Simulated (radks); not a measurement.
Task: Radial electron density D(r) = 4 pi r^2 rho(r) of an atom or ion with 2 electrons. Method: scalar-relativistic Kohn-Sham, LDA (Slater exchange, Perdew-Wang correlation), spin-polarised, spherical densities, finite nucleus; Fermi nuclear charge, rms radius of each element as measured or else 0.836 A^(1/3) + 0.57 fm; computed with a radial shooting solver on a logarithmic mesh with Libxc functionals.

```
   r/bohr * D(r) (the largest magnitude, 7.55, reaches the edge; | marks zero)
 0.004668 |*
 0.005138 | *
 0.005656 | *
 0.006225 | *
 0.006853 |  *
 0.007543 |  *
 0.008303 |   *
  0.00914 |    *
  0.01006 |     *
  0.01107 |      *
  0.01219 |       *
  0.01342 |        *
  0.01477 |          *
  0.01626 |           *
   0.0179 |             *
   0.0197 |                *
  0.02169 |                  *
  0.02387 |                     *
  0.02628 |                        *
  0.02892 |                           *
  0.03184 |                              *
  0.03505 |                                  *
  0.03858 |                                      *
  0.04246 |                                         *
  0.04674 |                                             *
  0.05145 |                                                *
  0.05664 |                                                  *
  0.06234 |                                                    *
  0.06862 |                                                      *
  0.07554 |                                                      *
  0.08249 |                                                     *
   0.0908 |                                                    *
  0.09995 |                                                 *
     0.11 |                                             *
   0.1211 |                                        *
   0.1333 |                                   *
   0.1467 |                             *
   0.1615 |                        *
   0.1778 |                   *
   0.1957 |                *
   0.2154 |             *
   0.2371 |            *
    0.261 |            *
   0.2873 |             *
   0.3163 |              *
   0.3482 |               *
   0.3832 |                *
   0.4218 |                *
   0.4643 |                *
   0.5111 |              *
   0.5626 |           *
   0.6193 |         *
   0.6817 |      *
   0.7504 |    *
    0.826 |  *
   0.9093 | *
    1.001 |*
    1.102 *
    1.213 *
    1.335 *
    1.469 *
    1.617 *
```

What is the nuclear charge?

Result: Z = 13. The innermost maximum, from 1s, lies near gamma/Z bohr with gamma = sqrt(1 - (Z/c)^2) = 0.995, here 0.0766 bohr (found: 0.0743), and its height grows with Z. The density is that of the aluminium ion Al11+ in 1s1 2s1; the configuration itself is not fixed sharply by these data, and Z only to about a unit. D(r) has 2 maxima, at r = 0.0743, 0.409 bohr, and minima at 0.251 bohr, inside which lie 1.04 electrons.
